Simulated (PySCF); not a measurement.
Species: C6H7F2 (doublet state).
Cartesian coordinates in Å at the GFN2-xTB level; atoms count from 1:
```
atom  x, y, z in Å
C1     3.222    0.230   -0.631
C2     2.009    0.219   -0.737
C3     0.654    0.208   -0.827
C4    -0.225   -0.004    0.359
C5    -1.254    1.125    0.495
C6    -0.953   -1.351    0.222
F7    -1.689   -1.616    1.330
F8    -1.824   -1.338   -0.814
H9     4.268    0.245   -0.558
H10    0.181    0.356   -1.785
H11    0.381   -0.070    1.269
H12   -0.744    2.078    0.606
H13   -1.881    0.956    1.368
H14   -1.887    1.164   -0.389
H15   -0.263   -2.195    0.070
```

The hyperfine couplings belong to this conformer and change with its torsions.

The species is `[CH]=C=C[C@@H](C)C(F)F` [radical].

The calculation used UKS B3LYP, pcH-1 on C F H, non-relativistic, mean-field spin-orbit, GIAO in PySCF 2.14.0. Isolated species at its GFN2-xTB geometry (one conformer only). The geometry wasn't refined by DFT: couplings that depend on bond lengths, twists or pyramidal angles can differ widely from those at the functional's own minimum. Stability of the SCF solution: not tested.

Match the computed a_iso(13C) values +66.0, -65.2, +57.5, +45.2, +31.5, -24.9 MHz with the sites C1; C2; C3; C4; C5; C6.

```tsv
site	a_iso (MHz)	ρ(0) (bohr⁻³)	position	distance from C3 (Å)	spin population	largest |T| (MHz)
C1	+45.2	+0.0402	a main spin site	2.58	+0.56	79.4
C2	-65.2	-0.0580	1 bond from C1	1.36	-0.27	22.7
C3	+66.0	+0.0587	largest spin population	0.00	+0.77	120.8
C4	-24.9	-0.0221	1 bond from C3	1.49	-0.06	1.4
C5	+31.5	+0.0280	2 bonds from C3	2.50	+0.02	5.7
C6	+57.5	+0.0511	2 bonds from C3	2.47	+0.03	5.8
```

ρ(0) is the spin density at the nucleus and T the dipolar tensor; entries for several nuclei are means. The Mulliken spin populations are largest on C3 (+0.77), C1 (+0.56) and C2 (-0.27). The angles at C3 add up to 360.0°, so it is planar; its axial dipolar tensor and the negative coupling of its proton fit spin in a p orbital normal to that plane. Main spin sites, with 60 % or more of the largest population: C1, C3; positions count bonds from the nearest.

Examples of negative spin density at the nucleus (bohr⁻³): C2 (-0.0580), C4 (-0.0221) and H10 (-0.0116).

Nuclei that the bonding pattern makes equivalent are averaged, as if the motion that swaps them (rotation, inversion, ring flip) were fast. The three 1H nuclei of mean +2.6 MHz run from -1.8 to 11.2 MHz in the frozen geometry.

C1, the radical centre as drawn in `[CH]=C=C[C@@H](C)C(F)F`, holds a spin population of +0.56 out of 1.
